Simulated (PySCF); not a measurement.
Cartesian coordinates (Å):
```xyz
8

Hf     0.0521    -0.0381    -0.1512
O     -1.3790    -0.9982     0.7128
H     -2.1802    -1.3873     1.0631
O      0.1994     1.8007     0.4088
H      0.1373     2.7304     0.6274
O      0.0966    -0.2709    -2.0644
H     -0.0074    -0.3075    -3.0151
H      1.6099    -0.8491     0.4635
```
Charge 0, spin multiplicity 1.

Problem. Predict the LUMO, HOMO–LUMO gap, dipole moment, HOMO, charge on the central atom (Mulliken) and total energy from TPSSh-D3(BJ)/def2-TZVP // r2SCAN-D4/def2-SVP (PySCF).

Solution. 
```
Item                                          Value
-------------------------------------  ------------
LUMO                                       -0.03 eV
HOMO–LUMO gap                               7.04 eV
dipole moment                                3.13 D
HOMO                                       -7.07 eV
charge on the central atom (Mulliken)        1.38 e
total energy                           -276.3876 Ha
```
